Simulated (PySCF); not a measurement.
C₄H₂BrCl. Atoms are numbered in the order given.

```xyz
8

C      2.6589     0.7466     0.0000
C      1.4834     0.4621     0.0000
C      0.0988     0.1081     0.0000
Br    -0.2904    -1.7419     0.0000
C     -0.9191     0.9805     0.0000
Cl    -0.6771     2.6779     0.0000
H      3.7035     1.0060     0.0000
H     -1.9611     0.6550     0.0000
```

Geometry: ωB97X-D3(BJ)/def2-SVP. The structure was generated by enumeration; whether it is a known compound was not checked.

These are HF/def2-TZVP in PySCF values and carry that method's errors.

Gas-phase values at a fixed geometry.

```json
{
 "total_energy": "-3184.51704 hartree",
 "point_group": "Cs",
 "highest_occupied_level": "-9.46 eV",
 "lowest_empty_level": "2.03 eV",
 "orbital_gap": "11.49 eV",
 "dipole_moment": "0.29 D",
 "quadrupole, principal values (traceless, Buckingham form, about the centre of nuclear charge)": "-6.08, -5.69, 11.77 D·Å",
 "mean_static_polarisability": "77.3 bohr³ (11.45 Å³)",
 "polarisability_principal_values": "44.6, 90.2, 97.0 bohr³"
}
```
